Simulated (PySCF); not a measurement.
H₄SSeSi, SMILES [SiH3][Se]S. The structure is a stationary point at r2SCAN-D4/def2-SVP. One conformer was computed; it need not be the lowest.

Level of theory: r2SCAN-D4/def2-SVP (PySCF 2.14.0).

Harmonic wavenumbers (cm⁻¹): 117, 162, 256, 381, 388, 588, 592, 821, 895, 920, 944, 2216, 2232, 2242, 2655. Rotational constants (GHz): 5.499, 2.662, 1.856; symmetry number 1.

Q: Work out the zero-point energy and the ideal-gas rigid-rotor harmonic-oscillator thermochemistry at 298.15 K and 1 atm.

A: ZPE = ½ Σ hcν = ½ × 15408 cm⁻¹ = 22.03 kcal/mol. H − E(el) = 26.28 kcal/mol. Entropy in cal/(mol K): translation 40.79, rotation 26.87, vibration 10.92, total 78.58. G − E(el) = 2.86 kcal/mol. Cp = 20.69 cal/(mol K). Modes under 150 cm⁻¹ make the vibrational entropy uncertain.
